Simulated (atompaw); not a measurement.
# What one change does to a pseudopotential (Mo, PAW (atompaw))

atompaw 4.2.0.5 input, output lines left out:

```
Mo 42
GGA-PBESOL scalarrelativistic loggrid 1500 logderivrange -2 5 176
5 5 4 0 0 0
5 0 1
5 1 0
4 2 5
0 0 0
c
c
c
c
v
c
c
c
v
c
v
2
3.00 2.85 2.00 2.10
y
1.65
n
y
1.7
n
y
0.3
n
custom rrkj vanderbiltortho besselshape
bessel
3.00
3.00
3.00
3.00
1.55
1.55
```

Change: local potential bessel scheme, radius 1.38 bohr.

Cutoffs: the cutoffs (Ry, on a coarse ladder) from which the occupation-weighted sum of valence levels, in a spherical-Bessel basis at the reference potential, stays within 10 and 1 mRy of its value at 400 Ry; they do not see the model core or the augmentation charge, which bear on the density cutoff.

Task: What does the change do?

Result: The potential gets neither clearly harder nor softer (40 Ry and 70 Ry → 40 Ry and 70 Ry); a bound ghost appears in s, which as a rule spoils a file; the range in which the p phases agree narrows (upper end 2.9 → 1.0). A state that the projectors do not describe sees the local part alone, so a deeper or shallower local part can create or remove a ghost.

```csv
quantity,base,changed
"cutoff, loose",40 Ry,40 Ry
"cutoff, tight",70 Ry,70 Ry
bound ghosts,none,s
s: phases at 3.01 bohr within 0.05 rad from the reference energy up to (Ry; the scan ends near 5),3.0,3.8
p: phases at 3.01 bohr within 0.05 rad from the reference energy up to (Ry; the scan ends near 5),2.9,1.0
d: phases at 3.01 bohr within 0.05 rad from the reference energy up to (Ry; the scan ends near 5),to the end of the scan,to the end of the scan
lowest overlap eigenvalue by channel,"s 0.59, p 0.57, d 0.98","s 0.43, p 0.52, d 0.95"
```

 A true bound ghost makes a file unfit for plane-wave use even where its test errors are small: the radial tests pick states by their node count and pass the ghost by. The cutoffs see the waves, projectors and local potential, not the compensation charge or the core.
